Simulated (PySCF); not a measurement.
Spectrum to structure. Method used: TDDFT CAM-B3LYP/def2-SVPD, vertical, gas phase, core orbitals frozen in the response (PySCF 2.14.0, density-fitted response routines). Geometries: GFN2-xTB, one conformer each.

```tsv
state	λ (nm)	f
S1	163.0	0.0003
S2	154.1	0.0003
S3	152.5	0.0011
S4	140.8	0.011
S5	135.3	0.012
S6	128.2	0.0008
S7	125.5	0.032
S8	122.8	0.032
```

Triplets computed (Tamm–Dancoff): 6.31, 6.87, 6.93 eV.

Orbital energies (eV): HOMO-3 -13.07, HOMO-2 -12.54, HOMO-1 -12.26, HOMO -12.09, LUMO 0.62, LUMO+1 0.86, LUMO+2 1.07.

Question: Which candidate is it?
A. `CCn1cccc1`
B. `C=CC/C=N/C=C`
C. `CC(F)(F)C#N`
D. `C/C=C(/C)CC#N`

Answer: C. Its S1, at 7.61 eV, is the highest among the candidates; the nearest of the others has S1 at 6.74 eV. S1 is HOMO→LUMO (77%), HOMO-1→LUMO+1 (9%). Löwdin shares by element: HOMO carbon 49%, nitrogen 43%; LUMO carbon 42% or more, nitrogen 34%, fluorine 9% or more. At the same level the other candidates give, for their lowest levels:
- `C=CC/C=N/C=C`: 268 nm (f 0.003); 213 nm (f 0.833); 190 nm (f 0.017); 174 nm (f 0.011); 172 nm (f 0.007); T1 3.41 eV; HOMO -8.33, LUMO -0.03 eV
- `C/C=C(/C)CC#N`: 184 nm (f 0.043); 179 nm (f 0.285); 167 nm (f 0.007); 163 nm (f 0.020); 160 nm (f 0.004); T1 4.21 eV; HOMO -8.63, LUMO 0.99 eV
- `CCn1cccc1`: 206 nm (f 0.008); 197 nm (f 0.110); 189 nm (f 0.046); 186 nm (f 0.044); 181 nm (f 0.004); T1 4.39 eV; HOMO -7.30, LUMO 1.31 eV
